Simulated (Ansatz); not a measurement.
Mulliken charges of `C1O[SiH2][SiH2]1` from ωB97M-V/def2-TZVPP in Ansatz (PBE0-D4/def2-TZVP geometry).

| atom | x (Å) | y (Å) | z (Å) | charge (e) |
| --- | --- | --- | --- | --- |
| C1 | -0.793 | 0.706 | -0.636 | -0.119 |
| O2 | -0.791 | -0.706 | -0.941 | -0.376 |
| Si3 | 0.362 | -1.417 | 0.042 | 0.311 |
| Si4 | 0.568 | 0.793 | 0.727 | 0.072 |
| H5 | -0.558 | 1.276 | -1.540 | 0.111 |
| H6 | -1.788 | 1.006 | -0.295 | 0.111 |
| H7 | 1.444 | -2.076 | -0.740 | -0.041 |
| H8 | -0.223 | -2.444 | 0.948 | -0.041 |
| H9 | 0.090 | 1.219 | 2.070 | -0.014 |
| H10 | 1.772 | 1.590 | 0.368 | -0.014 |

Question: By hand: the dipole of these point charges (1 e Å = 4.8032 D).

Answer: Σ q r = (0.209, 0.197, 0.249) e Å, of length 0.380 e Å = 1.83 D.

Question: How does the dipole of the full density compare? (Estimate.)

Answer: The calculation gave: (0.119, 0.203, 0.162) e Å, 1.37 D; the point charges give 1.34 times that, at 14° from its direction.

Point charges leave out the atoms' own dipoles, such as those of lone pairs, and Mulliken's split depends on the basis, so the two needn't agree.
